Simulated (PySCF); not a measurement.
CdBr₂, SMILES [Br][Cd][Br].

Geometry: B3LYP-D3(BJ)/def2-SVP. The structure was generated by enumeration; whether it is a known compound was not checked. The def2 effective core potentials stand for the cores of Cd; spin–orbit coupling is left out.

Computed with TDDFT-PBE0/def2-SVPD (PySCF 2.14.0).

Vertical excitations; the highest root listed may be one member of a degenerate set. Gas-phase values at a fixed geometry. State labels are in the subgroup D2h.

```
state  symmetry  energy (eV)  λ (nm)      f                                                main pairs
-----  --------  -----------  ------  -----  --------------------------------------------------------
S1          B2g         4.57     271  0.000                              HOMO−1→LUMO (degenerate set)
S2          B3g         4.57     271  0.000                                HOMO→LUMO (degenerate set)
S3          B2u         4.93     251  0.028                              HOMO−3→LUMO (degenerate set)
S4          B3u         4.93     251  0.028                              HOMO−2→LUMO (degenerate set)
S5          B1u         6.16     201  0.105    HOMO−4→LUMO 53 %, HOMO−1→LUMO+2 23 %, HOMO→LUMO+1 23 %
S6           Au         6.36     195  0.000                      HOMO→LUMO+2 50 %, HOMO−1→LUMO+1 50 %
S7          B1u         6.37     195  0.000               HOMO→LUMO+1, HOMO−1→LUMO+2 (degenerate set)
S8           Au         6.37     195  0.000               HOMO−1→LUMO+1, HOMO→LUMO+2 (degenerate set)
S9          B1g         6.68     186  0.000                    HOMO−3→LUMO+2 50 %, HOMO−2→LUMO+1 50 %
S10          Ag         6.69     185  0.000  HOMO−5→LUMO 48 %, HOMO−3→LUMO+1 26 %, HOMO−2→LUMO+2 26 %
T1          B3g         4.26     291      0                                HOMO→LUMO (degenerate set)
T2          B2g         4.26     291      0                              HOMO−1→LUMO (degenerate set)
T3          B2u         4.56     272      0                              HOMO−3→LUMO (degenerate set)
T4          B3u         4.56     272      0                              HOMO−2→LUMO (degenerate set)
```
Triplets are in the Tamm–Dancoff approximation, which puts them higher than full response would, so one can lie above its singlet here.
